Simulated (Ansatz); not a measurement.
Geometry optimisation, Ansatz, RKS PBE-D4/STO-3G.

input.yaml

```yaml
crystal:
  periodic: [false, false, false]
  atoms:
    - { symbol: B, position_ang: [-1.5829, -1.3921, -1.5282] }
    - { symbol: Si, position_ang: [-0.0984, -1.5852, -0.3792] }
    - { symbol: C, position_ang: [1.0224, -0.0965, -0.5161] }
    - { symbol: C, position_ang: [0.4593, 1.2305, -0.1024] }
    - { symbol: Si, position_ang: [0.1704, 1.3788, 1.7428] }
    - { symbol: H, position_ang: [-2.72, -1.3197, -1.0838] }
    - { symbol: H, position_ang: [-1.4476, -1.1889, -2.696] }
    - { symbol: H, position_ang: [0.6754, -2.7698, -0.8033] }
    - { symbol: H, position_ang: [-0.5425, -1.7467, 1.0503] }
    - { symbol: H, position_ang: [1.3852, -0.021, -1.537] }
    - { symbol: H, position_ang: [1.9472, -0.2799, 0.1408] }
    - { symbol: H, position_ang: [-0.581, 1.3384, -0.5814] }
    - { symbol: H, position_ang: [0.9806, 2.0877, -0.4461] }
    - { symbol: H, position_ang: [1.4382, 1.1975, 2.4437] }
    - { symbol: H, position_ang: [-0.3367, 2.7168, 2.073] }
    - { symbol: H, position_ang: [-0.7924, 0.4274, 2.2672] }
basis:
  gaussian: { orbitals: STO-3G }
hamiltonian:
  xc: pbe
  dispersion: d4
relax:
  f_tol: 0.02
  max_steps: 40
scf:
  lower_state_search: "off"
output:
  orbitals: {}
```

Launched with:

```bash
$ ansatz run input.yaml --threads 1 --pin off --max-ram 2048MiB --backend cpu --events-out ev --progress --plain --runs-dir out
```

Where does it end, and by what steps?

It converged. The force dipped under the threshold on the way, but the program's further checks kept it going. Limits of this set-up: minimal basis. After 34 steps the energy has fallen by 0.457 eV; H7 moved furthest, 1.34 Å.

| step | energy less start (eV) | largest force component (eV/Å) | accepted |
| --- | --- | --- | --- |
| 0 | 0.0000 | 4.417 | yes |
| 2 | -0.4257 | 0.322 | yes |
| 4 | -0.4375 | 0.057 | yes |
| 6 | -0.4415 | 0.068 | yes |
| 8 | -0.4459 | 0.171 | yes |
| 10 | -0.4478 | 0.030 | yes |
| 12 | -0.4497 | 0.128 | yes |
| 14 | -0.4511 | 0.041 | yes |
| 16 | -0.4508 | 0.156 | no |
| 18 | -0.4524 | 0.075 | yes |
| 20 | -0.4531 | 0.093 | yes |
| 22 | -0.4537 | 0.125 | no |
| 24 | -0.4549 | 0.119 | yes |
| 26 | -0.4558 | 0.047 | yes |
| 28 | -0.4564 | 0.048 | yes |
| 30 | -0.4570 | 0.029 | yes |
| 32 | -0.4571 | 0.028 | yes |
| 34 | -0.4573 | 0.016 | yes |

```xyz
16
Properties=species:S:1:pos:R:3
B -1.751 -1.315 -1.195
Si 0.011 -1.600 -0.386
C 1.202 -0.129 -0.520
C 0.582 1.262 -0.165
Si -0.044 1.425 1.612
H -2.604 -2.126 -1.079
H -2.020 -0.351 -1.824
H 0.630 -2.752 -1.039
H -0.148 -1.971 1.017
H 1.592 -0.085 -1.556
H 2.079 -0.314 0.131
H -0.252 1.476 -0.861
H 1.342 2.047 -0.345
H 0.979 0.997 2.553
H -0.392 2.810 1.892
H -1.229 0.604 1.810
```

Whether the end is a true minimum wasn't checked by a vibrational analysis.

Time of the run: 83 s on 1 thread of Arm Neoverse V2 (shared host), peak memory 0.12 GiB.
